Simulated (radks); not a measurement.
Task: The rubidium ion Rb9+ is in [Ar] 3d10. All-electron calculation, scalar-relativistic Kohn-Sham, LDA (Slater exchange, Perdew-Wang correlation), spin-polarised, spherical densities, finite nucleus; Fermi nuclear charge, rms radius of each element as measured or else 0.836 A^(1/3) + 0.57 fm. Program: a radial shooting solver on a logarithmic mesh with Libxc functionals. Open shells are filled with parallel spins first. One electron is removed from 3d, 3s, 2p, 3p in turn, with full relaxation. Which removal costs least, and what does each cost?

Result: 3d 277.30 eV; 3p 397.87 eV; 3s 470.68 eV; 2p 1988.6 eV. The 3d electron leaves first.
